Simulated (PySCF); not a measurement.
CHO3, charge -1, singlet, geometry from GFN2-xTB; M062X/6-31G** in PySCF.

The PySCF input:
```python
from pyscf import gto, scf, dft

mol = gto.Mole()
mol.atom = '''
    O     1.13393356   -0.59547373    0.06006873
    C    -0.17204899    0.04624794   -0.01054587
    O    -0.11749047    1.27346465    0.03311655
    O    -1.10808714   -0.72896887   -0.10125746
    H     1.76544629    0.13033604    0.12785263
'''
mol.basis = '6-31g**'
mol.charge = -1
mol.verbose = 4
mol.build()

mf = dft.RKS(mol)
mf.xc = 'm062x'
mf.kernel()
```

The log (banner, timings and long lists left out):

```
PySCF version 2.14.0

[INPUT] verbose = 4
[INPUT] num. atoms = 5
[INPUT] num. electrons = 32
[INPUT] charge = -1
[INPUT] spin (= nelec alpha-beta = 2S) = 0
[INPUT] symmetry False subgroup None
[INPUT] Mole.unit = angstrom
[INPUT] Symbol           X                Y                Z      unit          X                Y                Z       unit  Magmom
[INPUT]  1 O      1.133933560000  -0.595473730000   0.060068730000 AA    2.142823871853  -1.125282264073   0.113513448350 Bohr   0.0
[INPUT]  2 C     -0.172048990000   0.046247940000  -0.010545870000 AA   -0.325125471108   0.087395940425  -0.019928806045 Bohr   0.0
[INPUT]  3 O     -0.117490470000   1.273464650000   0.033116550000 AA   -0.222024810546   2.406499417815   0.062581209690 Bohr   0.0
[INPUT]  4 O     -1.108087140000  -0.728968870000  -0.101257460000 AA   -2.093981216753  -1.377551517634  -0.191348867469 Bohr   0.0
[INPUT]  5 H      1.765446290000   0.130336040000   0.127852630000 AA    3.336209975729   0.246299419760   0.241606455005 Bohr   0.0

nuclear repulsion = 113.519576379816
number of shells = 27
number of NR pGTOs = 115
number of NR cGTOs = 61
basis = 6-31g**
ecp = {}

******** <class 'pyscf.dft.rks.RKS'> ********
method = RKS
initial guess = minao
damping factor = 0
level_shift factor = 0
DIIS = <class 'pyscf.scf.diis.CDIIS'>
diis_start_cycle = 1
diis_space = 8
diis_damp = 0
SCF conv_tol = 1e-09
SCF conv_tol_grad = None
SCF max_cycles = 50
direct_scf = True
direct_scf_tol = 1e-13
XC library pyscf.dft.libxc version 7.1.2
    S. Lehtola, C. Steigemann, M. J. T. Oliveira, and M. A. L. Marques,  SoftwareX 7, 1–5 (2018)
XC functionals = m062x
    Y. Zhao and D. G. Truhlar,  Theor. Chem. Acc. 120, 215 (2008)
    Y. Zhao and D. G. Truhlar,  Theor. Chem. Acc. 120, 215 (2008)
radial grids:
    Treutler-Ahlrichs [JCP 102, 346 (1995); DOI:10.1063/1.469408] (M4) radial grids

becke partition: Becke, JCP 88, 2547 (1988); DOI:10.1063/1.454033
pruning grids: <function nwchem_prune>
grids dens level: 3
symmetrized grids: False
atomic radii adjust function: <function treutler_atomic_radii_adjust>
small_rho_cutoff = 0
Set gradient conv threshold to 3.16228e-05
Initial guess from minao.
tot grids = 66176
init E= -264.816218250513
  HOMO = -0.402851563916574  LUMO = 0.0232547575112445  gap/eV = 11.59494
cycle= 1 E= -264.10774287143  delta_E= 0.708  |g|= 1.09  |ddm|= 2.39
  HOMO = 0.0541138800842536  LUMO = 0.333202364971879  gap/eV = 7.59438
cycle= 2 E= -264.054189602969  delta_E= 0.0536  |g|= 1.26  |ddm|=  1.5
  HOMO = -0.0681667233884813  LUMO = 0.339606988664144  gap/eV = 11.09609
cycle= 3 E= -264.328230803165  delta_E= -0.274  |g|= 0.0883  |ddm|=  0.8
  HOMO = -0.0767225443523425  LUMO = 0.338551477260723  gap/eV = 11.30018
cycle= 4 E= -264.329624345619  delta_E= -0.00139  |g|= 0.0355  |ddm|= 0.0801
  HOMO = -0.0795717276872483  LUMO = 0.342421097264046  gap/eV = 11.48301
cycle= 5 E= -264.329845433012  delta_E= -0.000221  |g|= 0.0108  |ddm|= 0.0283
  HOMO = -0.0785321597526094  LUMO = 0.342249866728866  gap/eV = 11.45006
cycle= 6 E= -264.329870591047  delta_E= -2.52e-05  |g|= 0.00256  |ddm|= 0.00929
  HOMO = -0.0788775855855199  LUMO = 0.342215675832073  gap/eV = 11.45853
cycle= 7 E= -264.329871967374  delta_E= -1.38e-06  |g|= 0.00149  |ddm|= 0.00309
  HOMO = -0.0790079809550668  LUMO = 0.342247593334268  gap/eV = 11.46295
cycle= 8 E= -264.329872391825  delta_E= -4.24e-07  |g|= 0.000348  |ddm|= 0.00132
  HOMO = -0.0789911492475057  LUMO = 0.3422550454808  gap/eV = 11.46269
cycle= 9 E= -264.329872425701  delta_E= -3.39e-08  |g|= 3.34e-05  |ddm|= 0.000419
  HOMO = -0.0789939003625388  LUMO = 0.342249005264068  gap/eV = 11.46260
cycle= 10 E= -264.329872426255  delta_E= -5.53e-10  |g|= 7.84e-06  |ddm|= 7.15e-05
  HOMO = -0.0789929579367858  LUMO = 0.342250648721983  gap/eV = 11.46262
Extra cycle  E= -264.329872426285  delta_E= -3.01e-11  |g|= 4e-06  |ddm|= 1.78e-05
converged SCF energy = -264.329872426285
```
